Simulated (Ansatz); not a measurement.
Single points on SnF₄.

```yaml
crystal:
  periodic: [false, false, false]
  atoms:
    - {symbol: Sn, position_ang: [0.000004, 0.000062, 0.000077]}
    - {symbol: F, position_ang: [0.010590, -0.018553, 1.907683]}
    - {symbol: F, position_ang: [1.794946, 0.010873, -0.646084]}
    - {symbol: F, position_ang: [-0.906486, 1.561417, -0.616252]}
    - {symbol: F, position_ang: [-0.899054, -1.553808, -0.645423]}
basis:
  gaussian: {orbitals: def2-TZVP, initial_orbitals: start.molden}
magnetization: {spin_polarized: true, initial_magnetization: 2}
hamiltonian: {xc: r2scan, dispersion: d4}
scf: {omitted_lower_state_checks: [starts]}
output: {orbitals: {seedname: orbitals}}
```

The file start.molden holds the orbitals of an earlier run on this structure, at another level or in another basis.

```sh
$ ansatz run in.yaml --threads 4 --pin off --events-out ev --progress --plain --max-ram 3916MiB
```

Shortened log:

```
Functional definition: r2SCAN
1012 factors; their error is unknown
mean field evaluation 1: about -16699.1808 eV, gradient 4.6e0 eV
mean field evaluation 2: about -16699.2418 eV, gradient 1.2e-1 eV
mean field evaluation 4: about -16699.2476 eV, gradient 8.9e-3 eV
mean field evaluation 8: about -16699.2592 eV, gradient 5.6e-2 eV
mean field evaluation 16: about -16699.2938 eV, gradient 1.4e-4 eV
mean field -16699.29379035 eV, -613.6877276075 hartree, gradient 1.8e-6 eV, S^2 2.004724; 0 other end points of the search recorded, 0 dependent functions left out
reference -16699.29380526 eV, -613.6877281555 hartree; 30, 28 occupied and 144, 146 virtual orbitals, 1012 factors
Total energy: -16699.31443449 eV, -613.6884862655 hartree
Checks for a lower state left out: starts
```

Run time 57 s (4 threads of Intel Xeon on a shared host).

First input, but with `gaussian: {orbitals: def2-TZVP}`, `hamiltonian: {xc: pbe0, dispersion: d4}` (abridged; 47 s):

```
Functional definition: PBE0
mean field evaluation 16: about -16690.4873 eV, gradient 4.0e-2 eV
mean field evaluation 32: about -16690.5312 eV, gradient 2.1e-1 eV
mean field -16690.53251352 eV, -613.3657566225 hartree, gradient 7.5e-6 eV, S^2 2.009999
Total energy: -16690.60870434 eV, -613.3685565834 hartree
Checks for a lower state left out: starts
```

First input, but with `hamiltonian: {xc: pbe, dispersion: d4}` (abridged; 26 s):

```
Functional definition: PBE
mean field evaluation 16: about -16691.7227 eV, gradient 3.3e-2 eV
mean field -16691.72276061 eV, -613.4094973965 hartree, gradient 3.3e-6 eV, S^2 2.002054
Total energy: -16691.81323544 eV, -613.4128222849 hartree
Checks for a lower state left out: starts
```

Geometry: r2SCAN-D4/def2-SVP, that of the neutral singlet.

In the def2 sets Sn takes a core potential; there is no spin–orbit coupling. At PBE-D4/def2-TZVP the gap within one spin of the charge 0 triplet nearly closes, so an electron or hole may be smeared out by delocalisation error. At PBE0-D4/def2-TZVP a singlet of charge 0 lies 6.21 eV below the triplet at the same geometry.
